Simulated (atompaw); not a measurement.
# Cutoff test, N, PAW (atompaw)

* Element: N
* Generator: atompaw 4.2.0.5
* Type: PAW
* Functional: PBE
* Relativity: non-relativistic
* Frozen core: [He]
* Valence charge: 5
* Reference configuration: 2s2 2p2.5 (charge +0.5)
* Partial waves: 2s (bound): rc 1.75 bohr; 2s channel at -1.55 Ry: rc 1.75 bohr; 2p (bound): rc 1.75 bohr; 2p channel at 4.1 Ry: rc 1.75 bohr; 3d channel at -0.05 Ry: rc 1.75 bohr; 3d channel at 1.65 Ry: rc 1.75 bohr
* Local potential: bessel scheme, radius 1.60 bohr
* Core correction: smooth core density matched at 1.40 bohr
* Augmentation charge: besselshape compensation charge, radius 1.40 bohr; PAW radius 1.75 bohr; waves and projectors: custom polynom2 7 10 vanderbiltortho

The pseudo-atom Hamiltonian at the reference potential is diagonalised in spherical Bessel functions j_l(qr) that vanish at 20 bohr, with q² up to the cutoff. All-electron valence levels (Ry): 2s -1.8444, 2p -0.9885.

**Question.** How do the lowest levels (Ry) of each channel move with the cutoff, and are there ghosts?

**Answer.**

| cutoff (Ry) | s #1 | p #1 | d #1 | d #2 | f #1 | Σ f·Δε (mRy) |
| --- | --- | --- | --- | --- | --- | --- |
| 8 | -1.8187 | -0.6345 | -0.0136 | 0.0708 | 0.0421 | 936.2 |
| 12 | -1.8412 | -0.9257 | -0.0137 | 0.0707 | 0.0421 | 163.3 |
| 15 | -1.8435 | -0.9775 | -0.0137 | 0.0707 | 0.0421 | 29.3 |
| 21 | -1.8444 | -0.9880 | -0.0137 | 0.0707 | 0.0421 | 1.3 |
| 25 | -1.8444 | -0.9884 | -0.0137 | 0.0707 | 0.0421 | 0.1 |
| 35 | -1.8444 | -0.9884 | -0.0137 | 0.0707 | 0.0421 | 0.1 |
| 400 | -1.8444 | -0.9885 | -0.0137 | 0.0707 | 0.0421 | 0.0 |

Result: no extra level below or beside the all-electron valence levels (s, p, d, f tested); 10 mRy is reached at 18 Ry and 1 mRy at 25 Ry.
